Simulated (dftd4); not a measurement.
GeI4, triplet, geometry from GFN2-xTB (a higher spin typed on purpose: for a closed-shell molecule this is an excited state); dftd4 with D4 for tpssh.

Here is a job for dftd4.
```
$ dftd4 mol.xyz --func tpssh --charge 0 --json dftd4.json --noedisp --property

# file mol.xyz
5

I     -0.64226172     2.80508033    -0.74452314
Ge    -0.26333692     0.04304399    -0.11471791
I     -1.70071416    -2.42210698    -0.27615139
I      0.47122681     0.12487011     2.45849719
I      2.03074494    -0.53383228    -1.36855901
```

### Question
What does dftd4 print? Leave out banner, timings and long lists.

### Answer

```
                    ____  _____ _____     ____  _  _
      -------------|  _ \|  ___|_   _|---|  _ \| || |------------
     |             | | | | |_    | | ___ | | | | || |_           |
     |             | |_| |  _|   | ||___|| |_| |__   _|          |
     |             |____/|_|     |_|     |____/   |_|            |
     |             ===================================           |
     |            E. Caldeweyher, S. Ehlert & S. Grimme          |
     |          Mulliken Center for Theoretical Chemistry        |
     |                    University of Bonn                     |
      -----------------------------------------------------------

Rational (Becke-Johnson) damping: tpssh-D4-ATM
---------------------
  s6         1.0000
  s8         1.8590
  s9         1.0000
  a1         0.4429
  a2         4.6023
 alp        16.0000
--------------------

Atomic data, radii in Ångström:
------------------------------------------------------
   Z          R(cov)      r4/r2   hardness         EN
------------------------------------------------------
  53 I        1.7600     2.9281     0.4104     2.6600
  32 Ge       1.4533     2.9321     0.3393     2.0100
------------------------------------------------------

Atomic reference systems (in atomic units):
----------------------------------------------------------------------------
   Z        #      CN     q+Z       C6(AA)   #      CN     q+Z       C6(AA)
----------------------------------------------------------------------------
  53 I      1  0.0000 25.0000     353.7504   2  0.9124 24.8626     380.6589
  32 Ge     1  0.0000 32.0000     367.7871   2  0.8994 32.0094     318.5431
            3  1.8553 31.9941     290.3410   4  2.7845 31.9684     236.2571
            5  3.7182 31.9355     189.5578
----------------------------------------------------------------------------

Atomic properties (in atomic units):
----------------------------------------------------------------------------
     #    Z              CN          q      C6(AA)        C8(AA)   alpha(0)
----------------------------------------------------------------------------
     1   53 I        0.7965    -0.0963    377.1589    34641.8603    33.5471
     2   32 Ge       3.2708     0.3372    199.5377    18377.9508    26.2176
     3   53 I        0.7965    -0.0963    377.1589    34641.8603    33.5471
     4   53 I        0.8916    -0.0723    375.6437    34502.6841    33.4789
     5   53 I        0.8916    -0.0723    375.6437    34502.6841    33.4789
----------------------------------------------------------------------------

Molecular properties (in atomic units):
----------------------------------------
 molecular C6                8407.5960
 molecular C8              772560.4906
----------------------------------------

Dispersion energy:      -1.5897267427494E-02 Eh

[Info] JSON dump of results written to 'dftd4.json'
```
